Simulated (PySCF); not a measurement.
Computed with PySCF and rigid-rotor harmonic-oscillator thermochemistry at 1 bar. The comparison is the NASA 1993 polynomial table, which mixes measured and estimated data. All species are closed-shell singlets. Pb: scalar-relativistic def2 core potential, no spin-orbit coupling. Br: all electrons, no relativistic terms. The harmonic model lacks anharmonicity and excited electronic states, which grow with temperature; levels with a mode under 35 cm⁻¹ are left out. Soft modes under 120 cm⁻¹ make the harmonic entropy rough for PbBr2. The table's entry may be an old estimate for PbBr2 (not checked at source).

Harmonic frequencies at PBE0/def2-TZVP (cm⁻¹): 65, 207, 216. Point group C2v; S°(298 K) = 338.3 J/mol/K at this level.

**Question.** Work out Cp and S° of gaseous PbBr2 at 500, 800, 1200, 1600, 2000 K from these, and set them beside the table.

**Answer.** 
```tsv
T (K)	Cp PBE0/def2-TZVP	Cp table	S° PBE0/def2-TZVP	S° table
500	57.7	57.7	368.0	369.1
800	58.0	58.0	395.2	396.3
1200	58.1	58.1	418.7	419.8
1600	58.1	58.2	435.4	436.5
2000	58.2	58.2	448.4	449.5
```
Units J/mol/K.
